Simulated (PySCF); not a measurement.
Level of theory: delta-SCF UKS SCAN, pcX-2 on the ionised atom, pcseg-1 elsewhere, spin-free X2C (PySCF). Geometries: PBE0-D3(BJ)/def2-SVP; isolated species, one conformer each. Values against the vacuum level.

(1) Rank by computed C 1s binding energy, lowest first.
A. C4 in `[CH3:1][C:2]#[C:3][CH2:4][SH:5]`
B. C1 in `[CH3:1][CH+:2][CH:3]=[C:4]([F:5])[F:6]`
C. C3 in `[S:1]=[CH:2][CH:3]1[CH2:4][CH2:5]1`
D. C2 in `[CH:1]#[C:2][CH2:3][C@@H:4]([CH3:5])[CH2:6][CH3:7]`

Results:

(1) D (290.53 eV), C (291.26 eV), A (292.09 eV), B (296.51 eV).

The highest is bonded to C and 3 H in a species of charge +1, the lowest to C (triple bond) and C; the range is 5.98 eV.

1 of these hole states is spin-contaminated (⟨S²⟩ 0.87, against 0.75; counted from 0.85) and less certain.
